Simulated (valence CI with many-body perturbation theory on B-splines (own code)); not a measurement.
## Er55+: electric-dipole lines

Computed by relativistic CI+MBPT: three valence electrons over a frozen Dirac-Fock core [Ne], a basis of 11 s, 11 p, 10 d, 8 f, 5 g, 2 h functions for each j, with the one-electron correlation potential Σ1 (screened to all orders), the two-electron term Σ2, the three-electron term Σ3, Breit, model QED; selected single and double excitations, second order for the rest, scaled by the run's own slope (own B-spline code, finite nucleus).

The last digits are not significant, and no measured levels were compared; by estimate large intervals hold to a few tenths of a per cent, small ones and those within an open d or f shell to about a per cent.

Lines 101 to 150 of 588 in falling wavelength, among levels below 2664.7 eV, chosen from the strongest by gf and those to the six lowest levels. Wavelengths and rates use the calculated energies. Electric multipoles are in the length gauge with retardation, E1 and E2 with the static RPA response of the core. Weak lines are less certain than strong ones. Lines between different terms over intervals too small for the method are left out, as are lines whose strength nearly cancels. The highest levels of a list are the least certain.

Levels are named by their leading jj configuration (3d3/2^4 stands for four electrons in 3d with j = 3/2), which in mixed levels can hold well under half, so a name can repeat and another be missing. Letters in brackets count levels of one name in rising energy.

```csv
λ vac (Å),Upper,Lower,A (s⁻¹),S (a.u.) with core polarisation,S without
51.06,(3p1/2 3d5/2^2) J=9/2,(3p1/2 3p3/2 3d5/2) J=7/2 [b],1.56e+11,1.02e-01,1.04e-01
51.00,(3d3/2 3d5/2^2) J=5/2 [a],(3p3/2 3d3/2 3d5/2) J=5/2 [c],5.82e+10,2.29e-02,2.32e-02
51.00,(3d3/2^2 3d5/2) J=5/2 [a],(3p3/2 3d3/2^2) J=5/2,5.17e+10,2.03e-02,2.06e-02
50.68,(3p3/2 3d5/2^2) J=5/2 [b],(3p3/2^2 3d5/2) J=3/2,1.41e+11,5.41e-02,5.49e-02
50.63,(3p3/2 3d3/2 3d5/2) J=3/2 [a],(3p3/2^2 3d3/2) J=3/2 [a],6.43e+10,1.65e-02,1.67e-02
50.59,(3s 3d3/2 3d5/2) J=1/2,(3s 3p3/2 3d3/2) J=1/2 [b],1.40e+11,1.79e-02,1.82e-02
50.59,(3s 3p1/2 3d5/2) J=5/2 [a],(3s 3p1/2 3p3/2) J=5/2,6.16e+09,2.36e-03,2.40e-03
50.58,(3p3/2 3d3/2 3d5/2) J=5/2 [b],(3p3/2^2 3d3/2) J=3/2 [a],1.27e+11,4.86e-02,4.93e-02
50.51,(3d3/2 3d5/2^2) J=9/2,(3p3/2 3d3/2 3d5/2) J=7/2 [b],2.89e+10,1.84e-02,1.86e-02
50.42,(3d3/2 3d5/2^2) J=7/2 [a],(3p3/2 3d3/2 3d5/2) J=5/2 [b],9.84e+10,4.98e-02,5.05e-02
50.23,(3s 3p1/2 3d5/2) J=5/2 [b],(3s 3p1/2 3p3/2) J=3/2 [b],1.01e+11,3.79e-02,3.84e-02
50.05,(3p3/2 3d3/2 3d5/2) J=3/2 [c],(3p3/2^2 3d3/2) J=3/2 [b],1.04e+11,2.57e-02,2.61e-02
50.04,(3s 3d5/2^2) J=3/2,(3s 3p3/2 3d5/2) J=1/2,1.23e+11,3.04e-02,3.08e-02
49.97,(3d3/2 3d5/2^2) J=7/2 [b],(3p3/2 3d3/2 3d5/2) J=9/2 [b],6.54e+10,3.22e-02,3.27e-02
49.94,(3s 3d5/2^2) J=9/2,(3s 3p3/2 3d5/2) J=7/2 [a],1.73e+11,1.06e-01,1.08e-01
49.84,(3d5/2^3) J=5/2,(3p3/2 3d5/2^2) J=5/2 [b],2.36e+11,8.64e-02,8.77e-02
49.76,(3p3/2 3d5/2^2) J=5/2 [a],(3p3/2^2 3d5/2) J=7/2,5.70e+10,2.08e-02,2.11e-02
49.74,(3p1/2 3d3/2 3d5/2) J=5/2 [a],(3p1/2 3p3/2 3d3/2) J=3/2 [a],8.58e+10,3.12e-02,3.17e-02
49.71,(3d3/2^2 3d5/2) J=5/2 [a],(3p3/2 3d3/2^2) J=3/2 [a],1.08e+11,3.94e-02,3.99e-02
49.67,(3p3/2 3d5/2^2) J=7/2 [a],(3p3/2^2 3d5/2) J=7/2,6.39e+10,3.09e-02,3.13e-02
49.59,(3s 3d3/2 3d5/2) J=5/2 [b],(3s 3p3/2 3d3/2) J=3/2 [b],9.94e+10,3.59e-02,3.64e-02
49.58,(3d3/2^2 3d5/2) J=9/2,(3p3/2 3d3/2^2) J=7/2,1.99e+11,1.20e-01,1.21e-01
49.52,(3p3/2 3d3/2 3d5/2) J=5/2 [d],(3p3/2^2 3d3/2) J=3/2 [b],2.05e+11,7.37e-02,7.48e-02
49.51,(3p1/2 3p3/2 3d5/2) J=5/2 [a],(3p1/2 3p3/2^2) J=5/2,5.34e+10,1.92e-02,1.95e-02
49.49,(3d3/2^2 3d5/2) J=7/2,(3p3/2 3d3/2^2) J=7/2,5.02e+10,2.40e-02,2.44e-02
49.46,(3s 3d5/2^2) J=7/2,(3s 3p3/2 3d5/2) J=7/2 [b],8.97e+10,4.28e-02,4.35e-02
49.45,(3d3/2 3d5/2^2) J=5/2 [b],(3p3/2 3d3/2 3d5/2) J=5/2 [c],8.74e+10,3.13e-02,3.17e-02
49.44,(3p1/2 3d5/2^2) J=5/2,(3p1/2 3p3/2 3d5/2) J=7/2 [b],4.81e+10,1.72e-02,1.75e-02
49.39,(3p3/2 3d5/2^2) J=7/2 [a],(3p3/2^2 3d5/2) J=9/2,5.11e+10,2.43e-02,2.47e-02
49.34,(3d3/2 3d5/2^2) J=7/2 [b],(3p3/2 3d3/2 3d5/2) J=5/2 [c],5.03e+10,2.39e-02,2.42e-02
49.34,(3d5/2^3) J=5/2,(3p3/2 3d5/2^2) J=7/2 [b],1.09e+11,3.87e-02,3.92e-02
49.27,(3s 3p1/2 3d5/2) J=3/2,(3s 3p1/2 3p3/2) J=3/2 [b],4.40e+10,1.04e-02,1.06e-02
49.22,(3s 3p3/2 3d5/2) J=5/2 [a],(3s 3p3/2^2) J=5/2,1.44e+11,5.07e-02,5.14e-02
49.21,(3p1/2 3d3/2 3d5/2) J=5/2 [b],(3p1/2 3p3/2 3d3/2) J=3/2 [b],9.40e+10,3.32e-02,3.36e-02
49.18,(3p3/2 3d5/2^2) J=9/2,(3p3/2^2 3d5/2) J=7/2,1.60e+11,9.41e-02,9.55e-02
49.14,(3d3/2 3d5/2^2) J=3/2 [b],(3p3/2 3d3/2 3d5/2) J=1/2 [b],1.33e+11,3.13e-02,3.17e-02
49.11,(3d3/2^2 3d5/2) J=7/2,(3p3/2 3d3/2^2) J=5/2,1.59e+11,7.42e-02,7.53e-02
49.08,(3p1/2 3d3/2 3d5/2) J=7/2 [a],(3p1/2 3p3/2 3d3/2) J=5/2 [a],1.02e+11,4.78e-02,4.85e-02
49.05,(3d5/2^3) J=9/2,(3p3/2 3d5/2^2) J=9/2,2.26e+11,1.32e-01,1.34e-01
48.98,(3p1/2 3p3/2 3d5/2) J=1/2,(3p1/2 3p3/2^2) J=1/2,2.20e+11,2.55e-02,2.59e-02
48.95,(3p3/2 3d3/2 3d5/2) J=7/2 [c],(3p3/2^2 3d3/2) J=5/2,3.21e+11,1.49e-01,1.51e-01
48.93,(3s 3d3/2 3d5/2) J=3/2 [b],(3s 3p3/2 3d3/2) J=3/2 [b],9.77e+10,2.26e-02,2.29e-02
48.91,(3p3/2 3d5/2^2) J=9/2,(3p3/2^2 3d5/2) J=9/2,2.03e+11,1.17e-01,1.19e-01
48.90,(3s 3p3/2 3d5/2) J=1/2,(3s 3p3/2^2) J=1/2,2.72e+11,3.15e-02,3.19e-02
48.90,(3d5/2^3) J=3/2,(3p3/2 3d5/2^2) J=1/2,1.56e+11,3.61e-02,3.66e-02
48.76,(3d3/2 3d5/2^2) J=5/2 [b],(3p3/2 3d3/2 3d5/2) J=7/2 [c],7.86e+10,2.70e-02,2.74e-02
48.74,(3p1/2 3d3/2 3d5/2) J=9/2,(3p1/2 3p3/2 3d3/2) J=7/2,1.34e+11,7.65e-02,7.75e-02
48.71,(3s 3d3/2 3d5/2) J=7/2 [a],(3s 3p3/2 3d3/2) J=5/2 [a],1.64e+11,7.47e-02,7.58e-02
48.69,(3d3/2^2 3d5/2) J=5/2 [b],(3p3/2 3d3/2^2) J=3/2 [b],1.97e+11,6.74e-02,6.84e-02
48.68,(3d3/2^2 3d5/2) J=1/2,(3p3/2 3d3/2^2) J=1/2,1.58e+11,1.80e-02,1.83e-02
```
